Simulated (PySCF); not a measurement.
Compound: C2H8BO2P.
Atom-mapped SMILES: `[CH3:1][O:2][B:3]([PH2:4])[O:5][CH3:6]` (hydrogens: H7, H8, H9 on C1; H10, H11 on P4; H12, H13, H14 on C6)

Level of theory: PySCF, PBE0-D3(BJ)/def2-SVP geometry optimisation, gas phase.

Problem. What internal coordinates does the optimisation give?

Solution. 
| bond | length (Å) |
| --- | --- |
| C1–O2, O5–C6 | 1.405 |
| O2–B3, B3–O5 | 1.356 |
| B3–P4 | 1.946 |
| C1–H7 and 5 like bonds | 1.101 |
| P4–H10, P4–H11 | 1.425 |

Bonds in one row agree within 0.01 Å and their mean is given. A selection of angles:
| angle | degrees |
| --- | --- |
| O2–C1–H7 | 109.8 |
| O2–C1–H8 | 111.9 |
| H7–C1–H8 | 108.7 |
| H7–C1–H9 | 108.2 |
| C1–O2–B3 | 122.6 |
| O2–B3–P4 | 117.5 |
| O2–B3–O5 | 119.4 |
| P4–B3–O5 | 122.9 |
| B3–P4–H10 | 96.6 |
| B3–P4–H11 | 95.6 |
| H10–P4–H11 | 95.2 |

Dihedral angles: C1–O2–B3–P4 -174° (antiperiplanar); O2–B3–O5–C6 -179° (antiperiplanar). The mirror-image conformer, all signs reversed, is as good.

B3 (three-coordinate boron) is planar (angles 122.9°, 119.4° and 117.5°, sum 359.8°, 0.04 Å off the plane of its three neighbours). P4 (three-coordinate phosphorus) is pyramidal (angles 96.6°, 95.6° and 95.2°, sum 287.4°, 0.80 Å off the plane of its three neighbours). Of the pairs four or more bonds apart, O5···H8 is among the closest relative to their van der Waals radii: 2.37 Å, 87 % of the sum of Bondi's values.

No frequency check. One conformer, not necessarily the lowest (C1–O2–B3–P4 -174°, O2–B3–P4–H -129° and -33°, O2–B3–O5–C6 -179°).
